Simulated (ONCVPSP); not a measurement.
Configuration tests for Ce (ONCV)

Ce, optimised norm-conserving Vanderbilt (ONCV), made with ONCVPSP 4.0.1 (PBE, fully relativistic). Core [Kr] 4d10, reference 4f1 5s2 5p6 5d1 6s2. Waves: 5s+6s: rc 2.20 bohr, ncon 4, nbas 8, qcut 4.3 1/bohr, 2 projectors; 5p: rc 2.00 bohr, ncon 4, nbas 8, qcut 4.4 1/bohr, 2 projectors, debl 2.1 Ha; 5d: rc 3.75 bohr, ncon 4, nbas 9, qcut 4.9 1/bohr, 2 projectors, debl 3.9 Ha; 4f: rc 1.65 bohr, ncon 3, nbas 8, qcut 8.6 1/bohr, 2 projectors, debl 2.7 Ha. Local part: polynomial inside 1.55 bohr (lpopt 5, dvloc0 2 Ha). Core correction: polynomial model core, fcfact 0.45.

Open shells are filled in proportion to 2j + 1.

Energies are relative to the spin-unpolarised reference configuration 4f1 5s2 5p6 5d1 6s2; without spin polarisation the order of configurations can differ from experiment.

Task: Give the all-electron excitation energy and the error of the potential for: 4f1 5s2 5p6 5d1 6s1; 4f1 5s2 5p6 5d1 6s0; 4f1 5s2 5p6 5d0 6s0; 4f0 5s2 5p6 5d1 6s2.

Result:

```tsv
valence configuration	charge	ΔE all-electron (eV)	error AE − PS (meV)
4f1 5s2 5p6 5d1 6s1	+1	6.071	-0.6
4f1 5s2 5p6 5d1 6s0	+2	17.150	-4.4
4f1 5s2 5p6 5d0 6s0	+3	36.317	+6.4
4f0 5s2 5p6 5d1 6s2	+1	12.374	+590
```

Note: no bound ghost flagged; GHOST(+) flagged for s at 77.7 eV.
